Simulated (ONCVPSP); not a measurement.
# Varying the ONCV potential for beryllium (Be)

Base potential:

- Element: beryllium
- Generator: ONCVPSP 4.0.1
- Type: optimised norm-conserving Vanderbilt (ONCV)
- Functional: LDA (Perdew-Wang 92)
- Relativity: scalar-relativistic
- Frozen core: none
- Valence charge: 4
- Reference configuration: 1s2 (charge +2)
- Partial waves: 1s: rc 0.45 bohr, ncon 4, nbas 7, qcut 29 1/bohr, 1 projector; p scattering state at 0.05 Ha: rc 0.40 bohr, ncon 4, nbas 8, qcut 22.9 1/bohr, 1 projector
- Local potential: polynomial inside 0.35 bohr (lpopt 2, dvloc0 0 Ha)
- Core correction: none

All-electron outer shells of the reference configuration (LDA (PZ), scalar-relativistic, ld1.x):

| shell | level (eV) | outermost node (bohr) | outermost maximum (bohr) |
| --- | --- | --- | --- |
| 1s | -130.79 | – | 0.27 |

Cutoffs, loose and tight: the cutoffs (Ha) at which the residual kinetic energy of the hardest occupied pseudo-wave falls to 1 and 0.1 mHa per electron. They do not see the model core or the augmentation charge, which bear on the density cutoff. Test errors are all-electron minus pseudo excitation energies from the reference, over the configurations 1s2 2s2; 1s2 2s1; 1s2 2s1.5; 1s2 2s1 2p1. A dash means not determined; rows that change the core or the reference have their own tests.

A true bound ghost makes a file unfit for plane-wave use even where its test errors are small: the radial tests pick states by their node count and pass the ghost by.

```tsv
change	outcome	cutoff, loose	cutoff, tight	bound ghosts	GHOST(+) flags above zero	largest test error (meV)
base	generated	255 Ha	310 Ha	s	none	-12
local potential polynomial inside 0.35 bohr (lpopt 2, dvloc0 -2.5 Ha)	generated	255 Ha	310 Ha	s	none	-9.4
local potential polynomial inside 0.35 bohr (lpopt 2, dvloc0 -1 Ha)	generated	255 Ha	310 Ha	s	none	-11
local potential polynomial inside 0.35 bohr (lpopt 2, dvloc0 0.5 Ha)	generated	255 Ha	310 Ha	s	none	-13
local potential polynomial inside 0.35 bohr (lpopt 2, dvloc0 2 Ha)	generated	255 Ha	310 Ha	s	none	-15
local potential polynomial inside 0.35 bohr (lpopt 2, dvloc0 3 Ha)	generated	255 Ha	310 Ha	s	none	-15
local potential polynomial inside 0.35 bohr (lpopt 2, dvloc0 5 Ha)	generated	255 Ha	310 Ha	s	none	-17
local potential polynomial inside 0.35 bohr (lpopt 2, dvloc0 7 Ha)	generated	255 Ha	310 Ha	s	none	-19
local potential polynomial inside 0.35 bohr (lpopt 2, dvloc0 7.5 Ha)	generated	255 Ha	310 Ha	s	none	-19
local potential polynomial inside 0.35 bohr (lpopt 2, dvloc0 9 Ha)	generated	255 Ha	310 Ha	s	none	-20
```

Reading the sweep of the dvloc0 (base included, trends over the rows without a ghost): Bound ghosts are found at -2.5, -1, 0, 0.5, 2, 3, 5, 7, 7.5, 9 Ha. Every judged row has one, so this setting neither creates nor removes them.
